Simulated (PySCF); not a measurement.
# Br⁺ (bromine, charge +1) across methods

[Ar] 3d10 4s1 4p5, 4s spin antiparallel (an excited configuration). Computed with PySCF 2.14 in ANO-RCC-VTZP, with the spin-free X2C one-electron Hamiltonian (Gaussian nucleus).

```csv
method,E (hartree),mean ε 4s β (eV),mean ε 4p β (eV),mean ε 4p α (eV),Σ⟨r²⟩ (bohr²),⟨S²⟩
B3LYP,-2605.289,-33.051,-19.316,-18.997,32.45,1.002
HSE06,-2604.944,-33.007,-19.207,-18.821,32.40,1.002
wB97X-V,-2605.025,-36.186,-22.106,-21.537,32.39,1.001
M06-L,-2605.159,-31.659,-18.367,-17.959,32.26,1.002
r2SCAN,-2605.222,-31.949,-18.570,-18.452,32.26,1.003
PBE,-2604.923,-31.199,-18.076,-18.144,32.34,1.001
UHF,-2603.38639,-39.092,-23.443,-21.351,33.01,1.009
LDA,-2601.529,-31.438,-18.162,-18.280,32.28,1.001
PBE0,-2604.950,-33.424,-19.645,-19.235,32.38,1.002
```

With the s spin flipped the determinant is a mixture of two multiplicities, not a spectroscopic state.
